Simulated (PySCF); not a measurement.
Species: `O[Si@@](C#N)(C)[SiH3]`. The columns A, B, C and D hold Mulliken, IAO, Hirshfeld and ESP-fitted charges (e) of one PBE0/pcSseg-1 density (PySCF), in a shuffled order. Coordinates in Å (GFN2-xTB); the density's dipole moment is (-0.61, -2.29, 2.31) D.

```csv
atom,x,y,z,A,B,C,D
C1,1.742,-0.697,-0.168,-0.558,-0.206,-0.717,-0.622
Si2,0.178,0.325,0.169,+0.629,+0.402,+1.016,+0.851
O3,0.442,0.961,1.651,-0.659,-0.297,-0.779,-0.533
Si4,-1.855,-0.767,-0.005,+0.066,+0.218,+0.251,+0.179
C5,0.216,1.745,-1.067,+0.137,-0.044,-0.179,-0.227
N6,0.183,2.605,-1.824,-0.391,-0.205,-0.200,-0.205
H7,1.731,-1.112,-1.172,+0.128,+0.048,+0.164,+0.149
H8,2.641,-0.095,-0.066,+0.173,+0.055,+0.173,+0.161
H9,1.820,-1.523,0.532,+0.162,+0.049,+0.165,+0.150
H10,-0.105,1.630,2.051,+0.423,+0.184,+0.374,+0.253
H11,-1.940,-1.912,0.909,-0.030,-0.068,-0.090,-0.051
H12,-2.077,-1.273,-1.360,-0.037,-0.067,-0.089,-0.051
H13,-2.981,0.113,0.332,-0.044,-0.068,-0.088,-0.054
```

Which column most likely holds the ESP-fitted charges?

A. Σ q r misses the density's dipole by 0.04 D (A), 0.57 D (B), 1.43 D (D), 1.59 D (C). Charges fitted to the outside potential are the only set here that is tied to the molecule's multipoles.

And the Hirshfeld charges?

B. The mean sizes are 0.147 e (B), 0.264 e (A), 0.268 e (D), 0.330 e (C), and Hirshfeld charges are commonly the smallest of these schemes.

As computed, A = ESP-fitted, B = Hirshfeld, C = IAO, D = Mulliken. Hydrogens on carbon: ESP-fitted +0.13 to +0.17, Hirshfeld +0.05 to +0.06, IAO +0.16 to +0.17, Mulliken +0.15 to +0.16 e.

The ESP scheme is a least-squares fit of atom-centred charges to the potential on four shells outside the van der Waals surface, with the total charge fixed. The Mulliken scheme counts on each atom the diagonal of the density matrix times the overlap matrix over that atom's basis functions.

One conformer (not necessarily the lowest) at the GFN2-xTB geometry, without solvent, vibrations or thermal averaging.

These values come from a run that also computed NMR shieldings. The run took 31 s wall on one thread, Arm Neoverse N1 (aarch64) (shared host), and the process peaked at 0.71 GiB of memory.

Conformer computed: `[CH3:1][Si@:2]([OH:3])([SiH3:4])[C:5]#[N:6]`: H–O3–Si2–C1 170°.
